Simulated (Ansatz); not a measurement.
C₄H₃F₃, SMILES `C=C(F)C=C(F)F` at its PBE0-D4/def2-TZVP geometry, where that method's forces vanish. Total charge 0; spin multiplicity 1.

```csv
atom,x (Å),y (Å),z (Å)
C1,0.6641,1.1878,1.3210
C2,0.4955,0.1155,0.5568
F3,1.2799,-0.9552,0.7408
C4,-0.4855,-0.0212,-0.4945
C5,-0.6734,-1.0805,-1.2705
F6,-0.0136,-2.2048,-1.2398
F7,-1.5919,-1.1228,-2.2071
H8,1.4259,1.2039,2.0874
H9,0.0374,2.0565,1.1812
H10,-1.1384,0.8210,-0.6752
```

Q: For each bond, give half the difference of the two atoms' forces along it (eV/Å; positive pushes the atoms apart) under PBE-D4, r2SCAN-D4, B3LYP-D4, ωB97M-V in def2-TZVPP. (Best estimate.)

A: Ansatz gave: 
| bond | length (Å) | PBE-D4 | r2SCAN-D4 | B3LYP-D4 | ωB97M-V |
| --- | --- | --- | --- | --- | --- |
| C1–C2 | 1.328 | 0.41 | 0.23 | 0.00 | -0.35 |
| C1–H8 | 1.081 | -0.03 | -0.11 | -0.09 | -0.01 |
| C1–H9 | 1.080 | -0.02 | -0.08 | -0.07 | -0.01 |
| C2–F3 | 1.340 | 0.55 | 0.34 | 0.40 | 0.27 |
| C2–C4 | 1.444 | -0.51 | -0.32 | -0.04 | 0.46 |
| C4–C5 | 1.327 | 0.23 | 0.12 | -0.16 | -0.45 |
| C4–H10 | 1.081 | 0.03 | -0.06 | -0.11 | -0.14 |
| C5–F6 | 1.304 | 0.50 | 0.20 | 0.34 | 0.31 |
| C5–F7 | 1.313 | 0.48 | 0.21 | 0.34 | 0.30 |

B3LYP here is the variant with VWN-RPA as its local correlation; programs differ in this.
